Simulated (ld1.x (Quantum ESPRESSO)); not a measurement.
Before and after: PAW potential for platinum (Pt)

* Element: platinum (Pt)
* Generator: ld1.x (Quantum ESPRESSO) 7.5
* Type: PAW
* Functional: Wu–Cohen
* Relativity: scalar-relativistic
* Frozen core: [Xe] 4f14
* Valence charge: 10
* Reference configuration: 5d8.5 6s0 6p0 (charge +1.5)
* Partial waves: 6s (bound, empty): rcut 1.85, rcutus 2.15 bohr; 6s channel at -0.55 Ry: rcut 1.85, rcutus 2.15 bohr; 6p (bound, empty): rcut 1.80, rcutus 2.50 bohr; 6p channel at -0.35 Ry: rcut 1.80, rcutus 2.50 bohr; 5d (bound): rcut 2.35, rcutus 2.50 bohr; 5d channel at 2.75 Ry: rcut 2.35, rcutus 2.50 bohr
* Local potential: all-electron potential smoothed inside 1.75 bohr (lloc = -2)
* Core correction: Bessel-smoothed model core, default radius (core density twice the valence density)
* Augmentation charge: GAUSS, radius 1.35 bohr

Change: waves 6s (bound): rcut 1.85, rcutus 2.60 bohr; 6s channel at -0.55 Ry: rcut 1.85, rcutus 2.60 bohr.

Cutoffs: the cutoffs (Ry, on a coarse ladder) from which the occupation-weighted sum of valence levels, in a spherical-Bessel basis at the reference potential, stays within 10 and 1 mRy of its value at 400 Ry; they do not see the model core or the augmentation charge, which bear on the density cutoff. Errors are all-electron minus pseudo energies relative to the spin-unpolarised reference configuration.

**Question.** Predict the effect on cutoff, ghosts and configuration errors.

**Answer.** The potential gets neither clearly harder nor softer (18 Ry and 30 Ry → 18 Ry and 30 Ry); of the 7 tests that both files solve, the error grows in 4 and shrinks in 0 by more than 15 % and 0.3 meV (median size 3.9 → 3.9 meV); neither file shows a bound ghost. More of the atom is replaced by a form fitted at one configuration, so other configurations suffer.

| quantity | base | changed |
| --- | --- | --- |
| cutoff, loose | 18 Ry | 18 Ry |
| cutoff, tight | 30 Ry | 30 Ry |
| bound ghosts | none | none |
| error for 5d9 6s1 6p0, meV [ΔE -17.78 eV] | -0.4 | +3.4 |
| error for 5d9 6s0 6p0, meV [ΔE -8.55 eV] | -3.9 | -3.9 |
| error for 5d8 6s0 6p0, meV [ΔE 11.45 eV] | -10 | -10 |
| error for 5d8 6s1 6p1, meV [ΔE -11.13 eV] | -8.4 | +29 |
| error for 5d9 6s0 6p1, meV [ΔE -12.60 eV] | +0.5 | +0.4 |
| error for 5d9.5 6s0.5 6p0, meV [ΔE -17.90 eV] | -6.2 | -8.8 |
| error for 5d9 6s0.5 6p0, meV [ΔE -14.07 eV] | -1.3 | -2.5 |
| lowest overlap eigenvalue by channel | s 0.52, p 0.58, d 0.76 | s 0.34, p 0.58, d 0.76 |
